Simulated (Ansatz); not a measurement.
Computed with Ansatz on PBE0-D4/def2-TZVP structures; ΔE is electronic, products minus reactants. CBS: MP2 limit from def2 TZ/QZ plus the TZ coupled-cluster correction, frozen cores. This one scheme is used for every species. Functionals use def2-TZVPP. For Br outer-core shells are correlated without core-valence functions, which leaves a few kJ/mol of doubt a bond. Scalar relativity is left out up to krypton. Each species was taken in one conformer, which may not be the lowest.

Consider the hydrogenolysis of the Al–O bond: `[SiH3][O][AlH][Br]` + H₂ → `[AlH2][Br]` + silanol.

`[SiH3][O][AlH][Br]`:

Cartesian coordinates in Å:
```
Si 1.432 0.222 0.147
O -0.048 -0.342 -0.245
Al -1.713 -0.471 -0.326
Br -2.961 1.038 0.779
H 1.327 1.518 0.867
H 2.121 -0.765 1.019
H 2.228 0.418 -1.092
H -2.387 -1.618 -1.149
```

H₂:

Cartesian coordinates in Å:
```
H -0.291 -0.175 -0.155
H 0.291 0.175 0.155
```

`[AlH2][Br]`:

```xyz
4

Al   -0.182   -0.042    0.071
Br    1.872    0.434   -0.733
H    -0.640    0.700    1.383
H    -1.050   -1.091   -0.721
```

`O[SiH3]`:

```xyz
6

O     0.574   -1.137   -0.137
Si   -0.019    0.395   -0.014
H    -0.005   -1.862    0.100
H    -1.204    0.597   -0.893
H     1.080    1.291   -0.438
H    -0.425    0.716    1.382
```

```tsv
level	ΔE (kcal/mol)	difference from CCSD(T)/CBS
PBE-D4	32.9	-2.5
BLYP-D4	35.6	0.2
r2SCAN-D4	35.9	0.5
r2SCANh-D4	35.7	0.3
r2SCAN0-D4	35.4	0.0
ωB97M-V	34.4	-1.0
PBE-QIDH	34.1	-1.3
revPBE	30.8	-4.6
PBE0	31.8	-3.6
r2SCAN0	34.9	-0.5
LC-ωPBE	32.7	-2.7
CCSD/def2-SVP	34.0	-1.4
MP2/def2-TZVPP	36.9	1.5
SCS-MP2/def2-TZVPP	36.0	0.6
SCS-MP2/def2-QZVPP	36.3	0.9
CCSD/CBS(def2)	34.8	-0.6
CCSD(T)/CBS	35.4	0
```

Largest T1 diagnostic among the species: 0.011.

From BLYP to BHLYP (50 % exact exchange), in def2-TZVPP and without D4, ΔE moves by +0.9 kcal/mol. The D4 term adds +2.2 kcal/mol with B3LYP and +1.3 kcal/mol with PBE0; it sums over pairs of atoms, weighted by their polarisabilities, and B3LYP, whose exchange is more repulsive, gets the larger term. Leaving LDA and LC-ωPBE aside and taking each functional with its dispersion term where it has one, the values, not all of them listed here, spread over 3.2 kcal/mol, from B97M-V to BHLYP-D4. LDA lies +1.0 kcal/mol from PBE without D4.

B3LYP here is the variant with VWN-RPA as its local correlation; programs differ in this.
